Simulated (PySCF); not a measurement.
# Se⁺ (selenium, charge +1): B3LYP calculation

Configuration: [Ar] 3d10 4s2 4p3, high-spin 4S determinant. All numbers are calculated (PySCF 2.14, scalar relativity through the core potential, in cc-pVTZ-PP with ECP10MDF (5s4p3d1f, 39 functions)).

```
Total energy                : -372.8279 hartree
One-electron energy         : -646.6639 hartree
Hartree (Coulomb) energy    : 302.5646 hartree
Exchange-correlation energy : -28.7286 hartree
⟨S²⟩                        : 3.7504
⟨L²⟩                        : 0.000
Sum of ⟨r⟩                  : 20.79 bohr
Sum of ⟨r²⟩                 : 30.49 bohr²
Time after the integrals    : 0.38 s of wall time on 1 thread of Intel(R) Xeon(R) Platinum 8559C (shared host)
```

```
shell  electrons  mean orbital energy (hartree)  rms radius, mean of both spins (bohr)
 3s α          1                       -8.16089                                  0.618
 3s β          1                       -8.14856                                  0.618
 3p α          3                       -6.24712                                  0.641
 3p β          3                       -6.23360                                  0.641
 3d α          5                       -2.50755                                  0.694
 3d β          5                       -2.49370                                  0.694
 4s α          1                       -1.09068                                   1.87
 4s β          1                       -0.96798                                   1.87
 4p α          3                       -0.63792                                   2.27
```

Energies and moments cover only the electrons outside the core potential.
